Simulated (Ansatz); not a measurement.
Isolated molecules relaxed with PBE0-D4/def2-TZVP in Ansatz; ΔE leaves out vibrations. CBS: MP2 limit from def2 TZ/QZ plus the TZ coupled-cluster correction, frozen cores. This one scheme is used for every species. DFT in def2-TZVPP. One conformer a species, not always the lowest.

Consider the substitution at a C–B bond: `CCBS` + `[SiH3]S` → `CCS[SiH3]` + `BS`.

Is it downhill or uphill in electronic energy at CCSD(T)/CBS, and by how much? (An estimate is asked.)

The calculation gave: Uphill: ΔE = +10.9 kcal/mol.

What do these levels give: LDA (SPW92), PBE-D4, BLYP-D4, PBE0-D4, r2SCAN, r2SCAN0, LC-ωPBE, CCSD/def2-SVP, HF/CBS(def2), CCSD(T)/cc-pV(D+d)Z, MP2/cc-pV(T+d)Z, MP2/cc-pV(Q+d)Z? (An estimate is asked.)

The calculation gave: LDA (SPW92) 12.3, PBE-D4 11.0, BLYP-D4 10.2, PBE0-D4 11.4, r2SCAN 11.6, r2SCAN0 11.9, LC-ωPBE 12.2, CCSD/def2-SVP 12.5, HF/CBS(def2) 11.4, CCSD(T)/cc-pV(D+d)Z 11.6, MP2/cc-pV(T+d)Z 10.9, MP2/cc-pV(Q+d)Z 10.6 kcal/mol.

Largest T1 diagnostic among the species: 0.015.

The D4 term adds −0.8 kcal/mol with B3LYP and −0.4 kcal/mol with PBE0; it sums over pairs of atoms, weighted by their polarisabilities, and B3LYP, whose exchange is more repulsive, gets the larger term. Leaving LDA and LC-ωPBE aside and taking each functional with its dispersion term where it has one, the values, not all of them listed here, spread over 2.3 kcal/mol, from revPBE-D4 to B97M-V. LDA lies +0.8 kcal/mol from PBE without D4. At CCSD(T), def2-SVP lies +1.3 kcal/mol from the extrapolated value and def2-TZVPP +0.4 kcal/mol.

B3LYP here is the variant with VWN-RPA as its local correlation; programs differ in this.
